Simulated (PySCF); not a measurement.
A structure optimised at B3LYP-D3(BJ)/def2-TZVP, used in a PySCF frequency run:

```
Si
H 1 1.4758
H 1 1.4758 2 110.45
H 1 1.4758 2 110.45 3 -122.47
Cl 1 2.0663 2 108.48 3 118.77
```

Q: Write its SMILES, formula and point group.

A: [SiH3]Cl, ClH3Si, C3v

Q: What are its rotational constants (standard atomic weights)?

A: 85.301, 6.5251, 6.5251 GHz
